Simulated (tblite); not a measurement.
Species: C₉H₁₀OS.
Z-matrix (Å and degrees, GFN2-xTB geometry), rows numbered from 1:
```
O 
C   1  1.2239
C   2  1.4611  1  121.64
C   3  1.3372  2  125.28  1   179.89
S   4  1.7259  3  125.30  2    -0.00
C   5  1.7437  4  102.48  3     0.07
C   6  1.4935  5  113.67  4  -179.99
C   7  1.5458  6  116.62  5   128.26
C   8  1.5352  7   90.02  6   127.32
C   9  1.5352  8   89.85  7    -7.74
C   6  1.3437  5  122.80  4    -0.06
H   3  1.0812  2  115.45  1    -0.11
H   4  1.0797  3  122.46  2  -179.98
H   7  1.0916  6  109.25  5    -0.01
H   8  1.0876  7  114.64  6  -114.09
H   8  1.0876  7  112.88  6    11.45
H   9  1.0875  8  113.30  7   107.67
H   9  1.0873  8  115.38  7  -126.00
H  10  1.0876  7  112.86  6   -11.35
H  10  1.0877  7  114.69  6   114.21
H  11  1.0825  2  114.18  1     0.11
```

All values are computed: GFN2-xTB (tblite) harmonic vibrations without scaling, gas phase. Errors from tens to a few hundred cm⁻¹ against measured bands are possible. One conformer, not necessarily the lowest.

Harmonic wavenumbers (cm⁻¹): 43.0, 46.7, 92.6, 111.1, 172.2, 279.2, 285.7, 326.5, 391.1, 434.2, 507.3, 550.6, 620.1, 646.2, 730.4, 733.9, 772.7, 795.4, 803.9, 818.8, 864.9, 905.2, 908.7, 956.1, 995.0, 1044.1, 1046.5, 1064.9, 1101.8, 1138.5, 1150.9, 1187.3, 1189.8, 1223.9, 1225.8, 1246.9, 1247.8, 1257.4, 1260.3, 1306.4, 1328.8, 1470.0, 1470.6, 1492.0, 1580.8, 1625.7, 1658.6, 2967.0, 3005.3, 3013.3, 3020.5, 3024.1, 3027.6, 3030.0, 3064.7, 3070.4, 3081.6.

A = 1651, B = 686.5, C = 525.3 MHz; mass 166.045 u (most abundant isotopes); point group Cs, symmetry number 1.

Problem. Zero-point energy?

Solution. ½Σν̃ = 36207 cm⁻¹ = 433.14 kJ/mol.

Problem. Give the ideal-gas entropy at 298.15 K and 1 bar in the rigid-rotor, harmonic-oscillator model (classical rotation).

Solution. Translation 172.61, rotation 128.32, vibration 126.70: S = 427.6 J/(mol K).

Problem. And Cp and H(298.15 K) − H(0)?

Solution. Cp = 168.61 J/(mol K), of which vibrations give 135.35 (their classical limit is 57 R = 473.9); H(298.15 K) − H(0) = 29.37 kJ/mol without the zero-point energy, 19.46 from vibrations.

Problem. What must be added to the electronic energy to get the Gibbs energy at 298.15 K and 1 bar?

Solution. ZPE + [H(298.15 K) − H(0)] − T·S = 433.14 + 29.37 − 127.50 = 335.01 kJ/mol.

Problem. How do the functions run with temperature in this model?

Solution. 
```
T (K)  S (J/(mol K))  Cp (J/(mol K))  H − H(0) (kJ/mol)  G − H(0) (kJ/mol)  ln q(vib)
  100          305.5            77.3               5.62             -24.93       2.16
  200          371.2           118.5              15.33             -58.91       4.83
  300          428.7           169.6              29.68             -98.92       7.44
  500          538.6           263.9              73.53            -195.77      12.83
  800          683.6           350.9             167.08            -379.77      20.95
 1000          766.0           386.8             241.05            -524.90      26.10
```

q(vib) and H(0) count from the zero-point level.

Problem. Blend soft modes into free rotors: weight 1/[1 + (100 cm⁻¹/ν̃)⁴] for the oscillator and the rest for a rotor with moment μB/(μ + B), μ = h/(8π²ν), B = 10⁻⁴⁴ kg m². What vibrational entropy results?

Solution. 113.18 J/(mol K) in place of 126.70, which changes −T·S at 298.15 K by +4.03 kJ/mol.

Hindered rotation and anharmonicity are outside this model. Other conformers, if any are populated, would add a mixing term that is left out.

Hardware: an x86-64 server with one thread, shared host. This covers the Hessian and the dipole derivatives.
